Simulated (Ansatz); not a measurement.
A structure relaxed at PBE0-D4/def2-TZVP, charge 0, multiplicity 1:

```
atom    x (Å)    y (Å)    z (Å)
 Cl1   2.0062  -1.0005  -0.4506
  C2   0.5629  -0.1705   0.1630
 Ge3  -0.5119   0.6505  -1.2646
  C4   0.0188  -0.6386   1.4353
  O5   0.7625   0.5718   1.3278
  H6   0.3297   1.7405  -1.9356
  H7  -1.7605   1.2497  -0.6003
  H8  -0.9013  -0.4358  -2.2738
  H9   0.5328  -1.4483   1.9443
 H10  -1.0393  -0.5189   1.6545
```

Q: Give its formula and SMILES.

A: C2H5ClGeO, `Cl[C]1([GeH3])CO1`.

Q: Summarise the bond lengths by kind.

A: 1 × C–Cl 1.774 Å; 1 × C–Ge 1.967 Å; 1 × C–C 1.461 Å; 2 × C–O 1.396 to 1.425 Å; 3 × Ge–H 1.532 to 1.536 Å; 2 × C–H 1.086 to 1.087 Å.

Results of the Gaussian-basis code of Ansatz.
